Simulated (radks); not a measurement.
Ionisation of neutral palladium, [Kr] 4d10, to [Kr] 4d9 as the strength of local exchange is varied. Calculated with a radial shooting solver on a logarithmic mesh with Libxc functionals: Dirac Kohn-Sham, Slater X-alpha exchange (alpha = 2/3 is LDA exchange), no correlation, spin-unpolarised, spherical densities, point nucleus.

alpha,E(Pd) (hartree),exchange (hartree),IE (eV),-e of the level emptied (eV),<r> of it (bohr)
0.63,-5030.41220,-127.34913,7.693,2.698 (4d5/2),1.650
0.667,-5037.89734,-135.04152,8.129,3.022 (4d5/2),1.629
0.685,-5041.54304,-138.79229,8.346,3.186 (4d5/2),1.619
0.912,-5087.75920,-186.57077,11.382,5.582 (4d5/2),1.509
1.017,-5109.28678,-208.96866,12.969,6.895 (4d5/2),1.465

NIST Atomic Spectra Database: 8.337 eV (measured). The Delta-SCF value meets it near alpha = 0.68. Spin polarisation and multiplet splitting are left out, so open shells lie too high by an amount that depends on their filling. Sharing an open shell by 2j + 1 raises it above the true ground level by a part of the spin-orbit splitting, which enters the differences from NIST.

Beside tabulated values, note that spin-unpolarised runs miss the spin-polarisation part of the exchange energy of open shells.
